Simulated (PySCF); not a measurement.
# What a mistake does to a calculation on B2FH5Si

Calculated results; nothing here was measured. They come from PySCF 2.14.0, an open-source quantum chemistry program, on an isolated molecule that a program drew, which may never have been made. The molecule is B2FH5Si (charge 0, singlet), drawn as the SMILES string `BB[SiH2]F`.

Each row is a Hartree-Fock (HF) and frozen-core CCSD(T) single point in the cc-pV(D+d)Z basis, meant for a local HF minimum. Run 1 is clean. Each other run has one planted mistake out of seven kinds, and not every kind appears here: one electron removed, one electron added, multiplicity raised by two, geometry at a saddle point, minimal basis STO-3G, one bond length entered in bohr, all coordinates scaled. The reference is restricted for singlets and unrestricted otherwise, and also for a bond in bohr. Adding or removing an electron swaps singlet and doublet. Electrons count all cores. HOMO and LUMO are orbital energies over both spins, the gradient is its largest component, and the lowest frequency (negative if imaginary) is given only where the gradient is small. Bond lengths are over the 8 bonds as drawn. T1 is the CCSD diagnostic: over 0.02 (restricted) or 0.045 (unrestricted) a single reference is doubtful.

Geometry of the clean run:
```xyz
9
B2FH5Si, angstrom
B     0.8983   -1.0618   -0.2965
B     0.6121    0.1638   -1.3954
Si   -0.3847   -0.1068   -3.1408
F    -0.8494   -1.6564   -3.3107
H     1.8881   -1.7417   -0.3610
H     0.1161   -1.3089    0.5829
H     1.0002    1.2836   -1.1808
H     0.4713    0.2102   -4.3041
H    -1.6139    0.7136   -3.1900
```

```
run  electrons  basis functions  <S^2>  HOMO (eV)  LUMO (eV)  gradient (hartree/bohr)  lowest frequency (cm^-1)  mean bond (Å)  longest bond (Å)      T1  HF (hartree)  CCSD(T) (hartree)                     mistake
  1         38               90  0.000     -11.09       1.33                  1.2e-05                        90         1.4866             2.028  0.0135    -440.66190         -441.16782                    no fault
  2         39               90  0.760      -0.68       7.20                  5.2e-02                         -         1.4866             2.028  0.0138    -440.64813         -441.17415          one electron added
  3         37               90  0.777     -18.65      -8.55                  6.7e-02                         -         1.4866             2.028  0.0204    -440.30142         -440.78955        one electron removed
  4         38               90  2.035      -7.63      -1.62                  4.1e-02                         -         1.4866             2.028  0.0207    -440.53975         -441.04290  multiplicity raised by two
  5         38               29  0.000      -8.80       6.24                  2.5e-02                         -         1.4866             2.028  0.0101    -435.26101         -435.42402                           ?
```

**Which mistake was planted in run 5, and what did it cost?**

It has 29 basis functions where the clean run has 90, with the same electrons and geometry. So the mistake is: minimal basis STO-3G. Subtracting run 1 and multiplying by 627.51 kcal/mol a hartree, the energy moved by 3389.1 kcal/mol in HF and 3604.3 kcal/mol in CCSD(T).

